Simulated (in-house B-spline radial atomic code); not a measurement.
Successive ionisation energies of krypton; each step leads to the configuration of the next row (after the last: [Ne] 3s2 3p1). NIST's values go from ground level to ground level; the uncertainty of those that are theory runs from under 0.1 % in few-electron ions to several per cent in heavy many-electron ones. Computed with an all-electron radial atomic-structure program (B-spline basis): non-relativistic Hartree-Fock, average of the configuration, point nuclei.

This level leaves out relativity, spin-orbit splitting included, which matters for heavy ions.

```tsv
ion	configuration	ionisation energy (eV)	tabulated value (eV)	computed minus tabulated (eV)	highest orbital	largest mean radius (bohr)
Kr13+	[Ar] 3d5	442.4	446	-3.6	3d	0.50817
Kr14+	[Ar] 3d4	489.4	492	-2.6	3d	0.50244
Kr15+	[Ar] 3d3	?	?	?	?	?
Kr16+	[Ar] 3d2	?	?	?	?	?
Kr17+	[Ar] 3d1	640.1	640	0.1	3d	0.48547
Kr18+	[Ne] 3s2 3p6	?	?	?	?	?
Kr19+	[Ne] 3s2 3p5	832.4	831.6	0.8	3p	0.47559
Kr20+	[Ne] 3s2 3p4	881.8	882.8	-1.0	3p	0.47133
Kr21+	[Ne] 3s2 3p3	932.0	945	-13.0	3p	0.46716
Kr22+	[Ne] 3s2 3p2	983.2	999	-15.8	3p	0.46306
```

(1) Fill in the row of Kr15+.

(2) Fill in the row of Kr16+.

(3) Fill in the row of Kr18+.

(4) How far is this level of theory from the measured and semi-empirical values?

Answers

(1) ionisation energy (eV): 538.0; tabulated value (eV): 540; computed minus tabulated (eV): -2.0; highest orbital: 3d; largest mean radius (bohr): 0.49674.

(2) ionisation energy (eV): 588.2; tabulated value (eV): 591; computed minus tabulated (eV): -2.8; highest orbital: 3d; largest mean radius (bohr): 0.49108.

(3) ionisation energy (eV): 783.9; tabulated value (eV): 785.316; computed minus tabulated (eV): -1.4; highest orbital: 3p; largest mean radius (bohr): 0.47992.

(4) Over those 5 rows the differences run from -15.8 to +0.776 eV (mean absolute value 6.4 eV). The calculation leaves out relativity, correlation and, in open shells, the multiplet splittings that an average leaves out.
